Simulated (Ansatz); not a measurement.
Species: sum formula SiI₂F, net charge 0, doublet state. It need not be the lowest isomer of its formula. 
Coordinates optimised at B3LYP-D3(BJ)/def2-TZVP (Ansatz, a quantum-chemistry and plane-wave program):
```xyz
4

F     -0.0483     2.2943    -0.1813
Si    -0.0142     0.8883     0.5857
I     -2.0514    -0.3543    -0.0479
I      2.0634    -0.2699    -0.0760
```
Charge 0, spin multiplicity 2.

Basis-set convergence of Hartree-Fock and MP2 correlation energies (hartree) with Ansatz. Cores are frozen in the correlated levels unless marked. Open shells are spin-unrestricted. No spin-orbit coupling. The frozen core is the preceding noble-gas configuration, with the filled d and f shells of earlier blocks. In def2 rows, elements after Kr have scalar-relativistic effective core potentials.

```csv
basis,functions,E(HF),"E(corr, MP2)"
def2-SVP,84,-981.60199,-0.45009
def2-TZVPP,173,-981.86346,-0.61291
def2-QZVPP,291,-981.87982,-0.68532
```

Extrapolating the two largest sets (X = 3 and 4) as X^-3: E(corr) = (64·(-0.68532) - 27·(-0.61291))/37 = -0.7382 Eh, an estimate of the basis-set limit. The largest set recovers 92.8 % of it, the smallest 61.0 %.
